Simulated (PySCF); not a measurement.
N-formylmorpholine, C5H9NO2.
SMILES with atom numbers: `[O:1]=[CH:2][N:3]1[CH2:4][CH2:5][O:6][CH2:7][CH2:8]1` (hydrogens: H9 on C2; H10, H11 on C4; H12, H13 on C5; H14, H15 on C7; H16, H17 on C8)

The same species was optimised twice, with GFN2-xTB and with PBE0-D3(BJ)/def2-SVP (PySCF), and the same property calculations (PySCF, gas phase) were run on both structures.

```json
{"coordinate": "C2–N3 (Å)", "GFN2-xTB": "1.343", "PBE0-D3(BJ)/def2-SVP": "1.359", "change": "+0.016"}
{"coordinate": "C7–C8 (Å)", "GFN2-xTB": "1.536", "PBE0-D3(BJ)/def2-SVP": "1.522", "change": "-0.014"}
{"coordinate": "C4–C5 (Å)", "GFN2-xTB": "1.532", "PBE0-D3(BJ)/def2-SVP": "1.520", "change": "-0.012"}
{"coordinate": "C5–O6 (Å)", "GFN2-xTB": "1.412", "PBE0-D3(BJ)/def2-SVP": "1.406", "change": "-0.006"}
{"coordinate": "O6–C7 (Å)", "GFN2-xTB": "1.407", "PBE0-D3(BJ)/def2-SVP": "1.402", "change": "-0.005"}
{"coordinate": "N3–C4 (Å)", "GFN2-xTB": "1.449", "PBE0-D3(BJ)/def2-SVP": "1.446", "change": "-0.003"}
{"coordinate": "O1=C2 (Å)", "GFN2-xTB": "1.207", "PBE0-D3(BJ)/def2-SVP": "1.209", "change": "+0.002"}
{"coordinate": "N3–C8 (Å)", "GFN2-xTB": "1.442", "PBE0-D3(BJ)/def2-SVP": "1.442", "change": "0.000"}
{"coordinate": "C4–N3–C8 (°)", "GFN2-xTB": "113.7", "PBE0-D3(BJ)/def2-SVP": "115.6", "change": "+1.9"}
{"coordinate": "C2–N3–C8 (°)", "GFN2-xTB": "124.5", "PBE0-D3(BJ)/def2-SVP": "123.3", "change": "-1.2"}
{"coordinate": "C5–O6–C7 (°)", "GFN2-xTB": "111.3", "PBE0-D3(BJ)/def2-SVP": "112.1", "change": "+0.8"}
{"coordinate": "N3–C8–C7 (°)", "GFN2-xTB": "108.9", "PBE0-D3(BJ)/def2-SVP": "109.6", "change": "+0.7"}
{"coordinate": "N3–C4–C5 (°)", "GFN2-xTB": "109.0", "PBE0-D3(BJ)/def2-SVP": "109.3", "change": "+0.3"}
{"coordinate": "C4–C5–O6 (°)", "GFN2-xTB": "111.1", "PBE0-D3(BJ)/def2-SVP": "111.3", "change": "+0.2"}
{"coordinate": "C2–N3–C4 (°)", "GFN2-xTB": "121.2", "PBE0-D3(BJ)/def2-SVP": "121.1", "change": "-0.1"}
{"coordinate": "O1–C2–N3 (°)", "GFN2-xTB": "125.3", "PBE0-D3(BJ)/def2-SVP": "125.4", "change": "+0.1"}
{"coordinate": "O1–C2–N3–C4 (°)", "GFN2-xTB": "5", "PBE0-D3(BJ)/def2-SVP": "1", "change": "-4"}
```

Rotational constants: A = 4142, B = 1600, C = 1295 MHz (GFN2-xTB) against A = 4252, B = 1566, C = 1256 MHz (PBE0-D3(BJ)/def2-SVP). Point groups within 0.08 Å: C1 and C1.

On the GFN2-xTB structure: HOMO (eV) -6.93 [PBE0/pcSseg-1]; LUMO (eV) 0.67 [PBE0/pcSseg-1]; dipole (D) 3.04 [PBE0/pcSseg-1]; GIAO shielding of O1 (ppm) -73.5 [PBE0/pcSseg-1]; GIAO shielding of C2 (ppm) 26.6 [PBE0/pcSseg-1]; GIAO shielding of N3 (ppm) 130.1 [PBE0/pcSseg-1]; GIAO shielding of C4/C8 (mean) (ppm) 140.4 [PBE0/pcSseg-1]; GIAO shielding of C5/C7 (mean) (ppm) 115.0 [PBE0/pcSseg-1]; GIAO shielding of O6 (ppm) 286.8 [PBE0/pcSseg-1].

Question: What do these properties become on the PBE0-D3(BJ)/def2-SVP structure?

Answer: 
| property | level | on GFN2-xTB | on PBE0-D3(BJ)/def2-SVP | change |
| --- | --- | --- | --- | --- |
| HOMO (eV) | PBE0/pcSseg-1 | -6.93 | -6.97 | -0.04 |
| LUMO (eV) | PBE0/pcSseg-1 | 0.67 | 0.56 | -0.11 |
| dipole (D) | PBE0/pcSseg-1 | 3.04 | 2.98 | -0.06 |
| energy, GFN2-xTB geometry as zero (kcal/mol) | PBE0/pcSseg-1 | 0.0 | -0.5 | -0.5 |
| GIAO shielding of O1 (ppm) | PBE0/pcSseg-1 | -73.5 | -81.4 | -7.9 |
| GIAO shielding of C2 (ppm) | PBE0/pcSseg-1 | 26.6 | 23.8 | -2.8 |
| GIAO shielding of N3 (ppm) | PBE0/pcSseg-1 | 130.1 | 128.6 | -1.5 |
| GIAO shielding of C4/C8 (mean) (ppm) | PBE0/pcSseg-1 | 140.4 | 141.2 | +0.8 |
| GIAO shielding of C5/C7 (mean) (ppm) | PBE0/pcSseg-1 | 115.0 | 116.1 | +1.1 |
| GIAO shielding of O6 (ppm) | PBE0/pcSseg-1 | 286.8 | 290.5 | +3.7 |

The heavy atoms differ by 0.069 Å rms after alignment. Among bonds between heavy atoms C2–N3 changes most (+0.016 Å). Changes are differences of the printed values. Neither structure is proved a minimum here.
